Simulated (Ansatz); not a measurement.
`CC(C)(C)B(F)F`, relaxed with RKS PBE0-D4/def2-TZVP in the Gaussian-basis code of Ansatz from a PBE-D4/def2-SVP geometry. The force threshold is 0.005 eV/Å; the program also tests the step.

The species carries charge 0 and has multiplicity 1.

Start:

```xyz
16

C    -0.418    0.397    1.405
C     0.014    0.061   -0.040
C     1.508   -0.304   -0.078
C    -0.839   -1.119   -0.568
B    -0.300    1.306   -0.962
F    -1.524    1.840   -1.010
F     0.613    1.884   -1.747
H    -0.257   -0.479    2.069
H    -1.492    0.668    1.458
H     0.167    1.242    1.824
H     1.845   -0.542   -1.108
H     1.713   -1.192    0.558
H     2.140    0.528    0.293
H    -0.562   -1.396   -1.607
H    -0.685   -2.018    0.068
H    -1.921   -0.878   -0.556
```

**Question.** How much energy does the relaxation release, and in how many steps? (Best estimate.)

**Answer.** Computed: 0.06 eV, in 26 steps, 3 of them rejected.

**Question.** Which bonds change most? (An estimate is asked.)

**Answer.** Ansatz gave: C4–H15 from 1.112 to 1.095 Å; C1–H8 from 1.112 to 1.095 Å; C1–H9 from 1.109 to 1.092 Å; C1–H10 from 1.110 to 1.093 Å.

**Question.** Give the relaxed structure. (Best estimate.)

**Answer.** Ansatz gave: 
```xyz
16

C    -0.437    0.373    1.406
C     0.012    0.081   -0.026
C     1.496   -0.278   -0.053
C    -0.807   -1.100   -0.579
B    -0.302    1.297   -0.970
F    -1.386    2.041   -0.816
F     0.465    1.614   -2.002
H    -0.278   -0.508    2.035
H    -1.496    0.633    1.451
H     0.129    1.199    1.846
H     1.840   -0.496   -1.066
H     1.680   -1.164    0.564
H     2.115    0.533    0.340
H    -0.515   -1.355   -1.601
H    -0.638   -1.984    0.044
H    -1.879   -0.888   -0.572
```
